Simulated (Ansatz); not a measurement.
`B[SiH2][InH2]`. Total charge 0; spin multiplicity 1. In: def2 effective core potential. The geometry is a stationary point of PBE0-D4/def2-TZVP.

```xyz
9

B     1.315    0.270    0.062
Si    0.229   -0.750    1.217
In   -1.002    0.387   -0.947
H     1.864   -0.254   -0.866
H     1.455    1.446    0.254
H    -0.564   -0.194    2.345
H    -0.088   -2.191    1.030
H    -0.547    1.358   -2.291
H    -2.662   -0.073   -0.805
```

Task: What is the dipole moment at ωB97M-V/def2-TZVPP? (Best estimate.)

Result: Ansatz gave: 1.11 D, with components (-0.78, -0.56, 0.56) D in this frame, pointing from negative to positive charge.

Task: And with PBE, r2SCAN, B3LYP? (An estimate is asked.)

Result: Computed: PBE 1.08 D, r2SCAN 1.06 D, B3LYP 1.06 D.

Task: Give the Mulliken charges with ωB97M-V, PBE, r2SCAN in def2-TZVPP. (An estimate is asked.)

Result: The calculation gave: 
```json
{"atom": "B1", "ωB97M-V": "-0.32", "PBE": "-0.22", "r2SCAN": "-0.21"}
{"atom": "Si2", "ωB97M-V": "0.00", "PBE": "0.00", "r2SCAN": "0.09"}
{"atom": "In3", "ωB97M-V": "0.27", "PBE": "0.42", "r2SCAN": "0.43"}
{"atom": "H4", "ωB97M-V": "0.11", "PBE": "0.05", "r2SCAN": "0.03"}
{"atom": "H5", "ωB97M-V": "0.11", "PBE": "0.05", "r2SCAN": "0.03"}
{"atom": "H6", "ωB97M-V": "0.00", "PBE": "-0.04", "r2SCAN": "-0.06"}
{"atom": "H7", "ωB97M-V": "0.00", "PBE": "-0.04", "r2SCAN": "-0.06"}
{"atom": "H8", "ωB97M-V": "-0.08", "PBE": "-0.10", "r2SCAN": "-0.12"}
{"atom": "H9", "ωB97M-V": "-0.09", "PBE": "-0.12", "r2SCAN": "-0.13"}
```

B3LYP here is the variant with VWN-RPA as its local correlation; programs differ in this.
